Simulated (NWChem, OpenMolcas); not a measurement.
**Predicting a hybrid from its neighbours: GeH3Cl (chlorogermane)**

GeH3Cl: 5 atoms, total charge 0, spin state singlet. As SMILES, `[Cl][GeH3]`. Geometry: relaxed at PBE0-D4/def2-TZVP.

The dipole moment y, in D, basis def2-TZVP; a is the functional's share of exact exchange. Programs: NWChem 7.3.0, OpenMolcas 26.06.

| functional | program | a | y (D) |
| --- | --- | --- | --- |
| BLYP | OpenMolcas | 0 | 1.83 |
| TPSS | NWChem | 0 | 1.88 |
| B3LYP | NWChem | 0.2 | 1.94 |
| PBE0 | NWChem | 0.25 | ? |
| BHLYP | NWChem | 0.5 | 2.05 |

Q: Fit y = c + s·a to the known rows and predict PBE0.

A: 
1. Means of the 4 rows: a = 0.1750, y = 1.925.
2. Σ(Δa)² = 0.1675, Σ(Δa·Δy) = 0.0655, so the slope is 0.0655/0.1675 = 0.39104.
3. Intercept: 1.925 − (0.39104) × 0.1750 = 1.857. The largest residual of the fit is 0.027.
4. PBE0: 1.857 + (0.39104) × 0.25 = 1.95 D.

The run gave 1.97 D, so the prediction is off by -0.02 D, within the scatter of the fit. More exact exchange makes the molecule more polar here.
